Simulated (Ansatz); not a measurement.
Diatomic WC, multiplicity 3 (the spin of the measured ground state). No spin–orbit coupling. The T1 diagnostic near the minimum is 0.086, so single-reference values are doubtful.

The constants come from a fifth-degree fit in 1/R (seven points, main isotopes). Runs in def2 and cc sets follow the lowest solution found near the PBE0 minimum.

The values were computed with Ansatz (a first-principles code). Each number belongs to the level named beside it. In def2 rows elements past Kr take small-core potentials, without spin–orbit coupling.

Energies at SVWN5/def2-TZVPP:

```csv
R (Å),E (hartree)
1.577305,-104.48905076
1.619706,-104.49835697
1.658715,-104.50279640
1.702811,-104.50396432
1.746908,-104.50191813
1.797789,-104.49662416
1.857150,-104.48775465
```

Task: With a reduced mass of 11.2651 u, find the minimum, the force constant and the constants.

Result: A fifth-degree polynomial in 1/R puts the minimum at r_e = 1.6949 Å with force constant 752 N/m. Then ω_e = (1/2πc)√(k/μ) = 1064 cm⁻¹ and B_e = h/(8π²cμr_e²) = 0.5209 cm⁻¹; the cubic and quartic terms give α_e = 0.0037 and ω_e x_e = 7.9 cm⁻¹.
